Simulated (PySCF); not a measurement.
Sn (SMILES [Sn]), triplet (core potentials on Sn).

PySCF was given this input:
```python
from pyscf import gto, scf, dft

mol = gto.Mole()
mol.atom = '''
    Sn    0.000000    0.000000    0.000000
'''
mol.basis = 'def2-sv(p)'
mol.ecp = {'Sn': 'def2-sv(p)'}
mol.charge = 0
mol.spin = 2
mol.verbose = 4
mol.build()

mf = dft.UKS(mol)
mf.xc = 'b3lyp'
mf.kernel()
mf.analyze()
```

Problem. What is the computed total energy (B3LYP/def2-SV(P) (PySCF))?

Solution. -214.3224 Eh

Problem. Give the <S^2> at the level B3LYP/def2-SV(P).

Solution. 2.002

Problem. What is the computed HOMO energy (B3LYP/def2-SV(P))?

Solution. -4.67 eV

Problem. What number of basis functions does B3LYP/def2-SV(P) give?

Solution. 26

These values belong to the state on which the SCF converged, which isn't shown to be the lowest.
